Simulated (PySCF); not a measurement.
Coordinates in bohr (charge 0 multiplicity 5):
```
Se    0.0000    0.0000   -2.1902
Ti    2.2315    0.0000    1.8252
Ti   -2.2315    0.0000    1.8252
```

Level of theory: UB3LYP in PySCF with Se def2-SVP, Ti def2-SVP; no relativity; density-fitted integrals.

This geometry of Ti₂Se is a stationary point at this level.

Q: What is the point group?

A: C2v.

Q: Is it a minimum?

A: Yes: all harmonic wavenumbers are real.

Q: Give the atomic charges and bond orders.

A: 
| atom | Mulliken | Löwdin | polar tensor | spin (Mulliken) | Mayer order to Se1 |
| --- | --- | --- | --- | --- | --- |
| Se1 | -0.39 | -0.13 | -0.52 | -0.16 | – |
| Ti2,3 | 0.20 | 0.06 | 0.26 | 2.08 | 1.16 |
Other Mayer orders above 0.3: Ti–Ti 2.06.

Q: Give the ideal-gas entropy at 298.15 K and 1 bar by parts.

A: translation 173.3, rotation 109.2, vibration 20.7, spin 13.4; total 316.6 J/(mol K).

Only a few start shapes were tried, so a lower isomer may exist. Other spin states or occupations of the open shell can lie lower.
